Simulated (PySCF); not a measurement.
AlH₂, SMILES [AlH2+], charge +1. Geometry: ωB97X-D3(BJ)/def2-TZVPD. The multiplicity is an assumed one; other spin states were not compared. The isomer is the one that the SMILES or the coordinates give; other isomers of the formula were not compared.

TDDFT-M06-2X/def2-TZVPD in PySCF puts the lowest singlet excitations at 6.15, 6.15, 8.88, 10.10, 10.10, 10.97 eV.

**Question.** What are the lowest excitation roots from ADC(2)/aug-cc-pVDZ (PySCF 2.14.0)? (An estimate is asked for; the answer gives what the named calculation found.)

**Answer.** 6.77, 6.77, 9.50, 10.33, 10.33, 11.31 eV. S1 differs by 0.62 eV (second minus first; roots are paired by order, and the bases may differ).
